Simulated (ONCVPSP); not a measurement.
**Which change was made? (W, ONCV)**

| Quantity | Value |
| --- | --- |
| Element | W |
| Generator | ONCVPSP 4.0.1 |
| Type | optimised norm-conserving Vanderbilt (ONCV) |
| Functional | PBE |
| Relativity | scalar-relativistic |
| Frozen core | [Kr] 4d10 4f14 |
| Valence charge | 14 |
| Reference configuration | 5s2 5p6 5d4 6s2 |
| Partial waves | 5s+6s: rc 1.75 bohr, ncon 3, nbas 7, qcut 7.8 1/bohr, 2 projectors; 5p: rc 2.10 bohr, ncon 3, nbas 5, qcut 7.8 1/bohr, 1 projector; 5d: rc 1.95 bohr, ncon 5, nbas 9, qcut 4.4 1/bohr, 2 projectors, debl 2 Ha |
| Local potential | polynomial inside 1.30 bohr (lpopt 1, dvloc0 3 Ha) |
| Core correction | Teter function, parameters optimised by the program |

Cutoffs, loose and tight: the cutoffs (Ha) at which the residual kinetic energy of the hardest occupied pseudo-wave falls to 1 and 0.1 mHa per electron. They do not see the model core or the augmentation charge, which bear on the density cutoff. Test errors are all-electron minus pseudo excitation energies from the reference, over the configurations 5s2 5p6 5d4 6s1; 5s2 5p6 5d4 6s0; 5s2 5p6 5d3 6s0; 5s2 5p6 5d2 6s0; variants that change the core or the reference have their own tests. The largest error is taken over the tests solved by every variant that gives reliable tests at all, those not shown here included: 5s2 5p6 5d3 6s0; 5s2 5p6 5d4 6s0; 5s2 5p6 5d4 6s1.

The base gives: outcome: generated; cutoff, loose: 35 Ha; cutoff, tight: 71 Ha; bound ghosts: d; GHOST(+) flags above zero: d; largest test error (meV): -4.2.

After one change the result is: outcome: failed: test_data: must have ncon+3 <= nbas <= ncon+5, l= 1. Which change was it?
A. p: nproj 2
B. local potential polynomial inside 1.30 bohr (lpopt 1, dvloc0 7 Ha)
C. d: qcut 6.4

A. The others give: local potential polynomial inside 1.30 bohr (lpopt 1, dvloc0 7 Ha) → outcome: generated; cutoff, loose: 35 Ha; cutoff, tight: 71 Ha; bound ghosts: none; GHOST(+) flags above zero: d; largest test error (meV): -4.4 | d: qcut 6.4 → outcome: generated; cutoff, loose: 20 Ha; cutoff, tight: 24 Ha; bound ghosts: none; GHOST(+) flags above zero: none; largest test error (meV): -4.9.
